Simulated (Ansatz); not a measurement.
Geometry optimisation, Ansatz 0.2.0, UKS PBE0-D4/def2-SVP.

Input:

```yaml
crystal:
  periodic: [false, false, false]
  atoms:
    - { symbol: Sn, position_ang: [-1.6328, 0.0492, 0.0632] }
    - { symbol: Si, position_ang: [0.8591, 1.5657, -0.0656] }
    - { symbol: H, position_ang: [-2.0773, -1.2303, -0.9987] }
    - { symbol: H, position_ang: [-2.216, -0.6651, 1.5043] }
    - { symbol: H, position_ang: [-3.0245, 1.0181, -0.2454] }
    - { symbol: H, position_ang: [1.5421, -0.1371, 0.3372] }
    - { symbol: As, position_ang: [0.6557, -1.8967, 0.4026] }
    - { symbol: H, position_ang: [0.2528, 2.8751, -0.3657] }
    - { symbol: H, position_ang: [1.5377, 1.2073, -1.3074] }
    - { symbol: H, position_ang: [1.3504, 1.7224, 1.3001] }
    - { symbol: H, position_ang: [2.0155, -2.5709, 0.4552] }
    - { symbol: H, position_ang: [0.7373, -1.9376, -1.0799] }
magnetization:
  spin_polarized: true
basis:
  gaussian: { orbitals: def2-SVP }
hamiltonian:
  xc: pbe0
  dispersion: d4
relax:
  f_tol: 0.15
  max_steps: 25
  restrain:
    - { distance: [0, 6], at: 3.88, k: 30.0 }
    - { distance: [5, 1], at: 2.72, k: 30.0 }
    - { distance: [0, 1], at: 2.5, k: 30.0 }
    - { distance: [5, 6], at: 1.5, k: 30.0 }
output:
  orbitals: {}
```

Launched with:

```bash
$ ansatz run input.yaml --threads 4 --pin off --max-ram 5120MiB --backend cpu --events-out ev --progress --plain --runs-dir out
```

Question: Where does it end, and by what steps?

Answer: It converged. The restraints hold the end off the free minimum. After 7 steps the energy has fallen by 2.532 eV (the restraints' own energy left out); H6 moved furthest, 0.73 Å. Joined: H6–As7 (1.97 → 1.51 Å).

| step | energy less start (eV) | largest force component (eV/Å) | accepted |
| --- | --- | --- | --- |
| 0 | 0.0000 | 3.293 | yes |
| 1 | -0.8817 | 3.109 | yes |
| 2 | -1.0479 | 3.860 | yes |
| 3 | -1.7741 | 2.891 | yes |
| 4 | -2.4323 | 0.893 | yes |
| 5 | -2.5068 | 0.721 | yes |
| 6 | -2.5202 | 0.530 | yes |
| 7 | -2.5315 | 0.518 | yes |

```xyz
12
Properties=species:S:1:pos:R:3
Sn -1.787 0.356 0.054
Si 0.372 1.644 -0.108
H -1.794 -0.947 -1.061
H -2.036 -0.285 1.623
H -3.118 1.371 -0.321
H 1.361 -0.809 0.550
As 1.042 -2.279 0.413
H 0.075 3.085 -0.387
H 1.218 1.121 -1.225
H 1.154 1.570 1.163
H 2.519 -2.657 0.405
H 0.994 -2.169 -1.106
```

Run time: 57 s on 4 threads of Arm Neoverse N1, with other jobs on the host, peak memory 0.5 GiB.
